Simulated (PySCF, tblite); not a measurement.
Isomers of C7H8ClO (doublet state), one GFN2-xTB conformer each. Single-point energies are computed at B3LYP/pcH-1 (PySCF, gas phase, no added dispersion term), electronic only. GFN2-xTB treats the open shell by occupation alone, and not every SCF solution was tested for stability.

```
                         SMILES  GFN2-xTB relative energy (kcal/mol)
      C=C[C@@H](C)[C]1O/C1=C/Cl                                 45.0
         C=C[C@H]1[C](Cl)CCC1=O                                  0.0
[CH2][C@@H](C=C)[C@H]1O/C1=C/Cl                                 52.7
 C=C[C@@H](C)[C@@H]1O/C1=[C]\Cl                                 48.5
       C=C[C](C)[C@H]1O/C1=C/Cl                                 25.1
 C=[C][C@@H](C)[C@@H]1O/C1=C/Cl                                 53.4
```

Conformers: `[CH2:1]=[CH:2][C@@H:3]([CH3:4])[C:5]1[O:6]/[C:7]1=[CH:8]/[Cl:9]` (doublet state) with C1–C2–C3–C4 136°, C2–C3–C5–O6 63°; `[CH2:1]=[CH:2][C@H:3]1[C:4]([Cl:5])[CH2:6][CH2:7][C:8]1=[O:9]` (doublet state) with C1–C2–C3–C4 125°, C2–C3–C4–Cl5 -58°, C3–C4–C6–C7 20°, C4–C6–C7–C8 -14°, C6–C7–C8–O9 -176°; `[CH2:1][C@@H:2]([CH:3]=[CH2:4])[C@H:5]1[O:6]/[C:7]1=[CH:8]/[Cl:9]` (doublet state) with H–C1–C2–C3 -80° and 88°, C1–C2–C3–C4 -107°, C1–C2–C5–O6 95°; `[CH2:1]=[CH:2][C@@H:3]([CH3:4])[C@@H:5]1[O:6]/[C:7]1=[C:8]\[Cl:9]` (doublet state) with C1–C2–C3–C4 120°, C2–C3–C5–O6 154°; `[CH2:1]=[CH:2][C:3]([CH3:4])[C@H:5]1[O:6]/[C:7]1=[CH:8]/[Cl:9]` (doublet state) with C1–C2–C3–C4 -1°, C2–C3–C5–O6 146°; `[CH2:1]=[C:2][C@@H:3]([CH3:4])[C@@H:5]1[O:6]/[C:7]1=[CH:8]/[Cl:9]` (doublet state) with C1–C2–C3–C4 -130°, C2–C3–C5–O6 153°.

Problem. What does B3LYP/pcH-1 give for the same structures?

Solution. 
```json
{"SMILES": "C=C[C@H]1[C](Cl)CCC1=O", "B3LYP/pcH-1 E (Eh)": "-806.93110", "B3LYP/pcH-1 (kcal/mol)": "0.0", "GFN2-xTB (kcal/mol)": "0.0", "point group": "C1"}
{"SMILES": "C=C[C](C)[C@H]1O/C1=C/Cl", "B3LYP/pcH-1 E (Eh)": "-806.87835", "B3LYP/pcH-1 (kcal/mol)": "33.1", "GFN2-xTB (kcal/mol)": "25.1", "point group": "C1"}
{"SMILES": "C=C[C@@H](C)[C]1O/C1=C/Cl", "B3LYP/pcH-1 E (Eh)": "-806.84233", "B3LYP/pcH-1 (kcal/mol)": "55.7", "GFN2-xTB (kcal/mol)": "45.0", "point group": "C1"}
{"SMILES": "[CH2][C@@H](C=C)[C@H]1O/C1=C/Cl", "B3LYP/pcH-1 E (Eh)": "-806.83742", "B3LYP/pcH-1 (kcal/mol)": "58.8", "GFN2-xTB (kcal/mol)": "52.7", "point group": "C1"}
{"SMILES": "C=[C][C@@H](C)[C@@H]1O/C1=C/Cl", "B3LYP/pcH-1 E (Eh)": "-806.83115", "B3LYP/pcH-1 (kcal/mol)": "62.7", "GFN2-xTB (kcal/mol)": "53.4", "point group": "C1"}
{"SMILES": "C=C[C@@H](C)[C@@H]1O/C1=[C]\\Cl", "B3LYP/pcH-1 E (Eh)": "-806.82768", "B3LYP/pcH-1 (kcal/mol)": "64.9", "GFN2-xTB (kcal/mol)": "48.5", "point group": "C1"}
```

Both levels put the same isomer lowest; measured from each level's own lowest isomer, the values differ by up to 16.4 kcal/mol (C=C[C@@H](C)[C@@H]1O/C1=[C]\Cl: 48.5 against 64.9). As drawn, the highest has a three-membered ring, which the lowest lacks. Neighbours under 5.0 kcal/mol apart (C=C[C@@H](C)[C]1O/C1=C/Cl and [CH2][C@@H](C=C)[C@H]1O/C1=C/Cl; [CH2][C@@H](C=C)[C@H]1O/C1=C/Cl and C=[C][C@@H](C)[C@@H]1O/C1=C/Cl; C=[C][C@@H](C)[C@@H]1O/C1=C/Cl and C=C[C@@H](C)[C@@H]1O/C1=[C]\Cl) can change places with a better method, another conformer or zero-point energy.

Problem. What happens when harmonic zero-point energies from GFN2-xTB frequencies are added?

Solution. 
```json
{"SMILES": "C=C[C@H]1[C](Cl)CCC1=O", "ZPE (kcal/mol)": "80.2", "electronic (kcal/mol)": "0.0", "with ZPE (kcal/mol)": "0.0"}
{"SMILES": "C=C[C](C)[C@H]1O/C1=C/Cl", "ZPE (kcal/mol)": "78.9", "electronic (kcal/mol)": "33.1", "with ZPE (kcal/mol)": "31.7"}
{"SMILES": "C=C[C@@H](C)[C]1O/C1=C/Cl", "ZPE (kcal/mol)": "78.9", "electronic (kcal/mol)": "55.7", "with ZPE (kcal/mol)": "54.3"}
{"SMILES": "[CH2][C@@H](C=C)[C@H]1O/C1=C/Cl", "ZPE (kcal/mol)": "77.9", "electronic (kcal/mol)": "58.8", "with ZPE (kcal/mol)": "56.4"}
{"SMILES": "C=[C][C@@H](C)[C@@H]1O/C1=C/Cl", "ZPE (kcal/mol)": "78.4", "electronic (kcal/mol)": "62.7", "with ZPE (kcal/mol)": "60.9"}
{"SMILES": "C=C[C@@H](C)[C@@H]1O/C1=[C]\\Cl", "ZPE (kcal/mol)": "79.7", "electronic (kcal/mol)": "64.9", "with ZPE (kcal/mol)": "64.3"}
```

The zero-point energies span 2.3 kcal/mol. The order is unchanged.
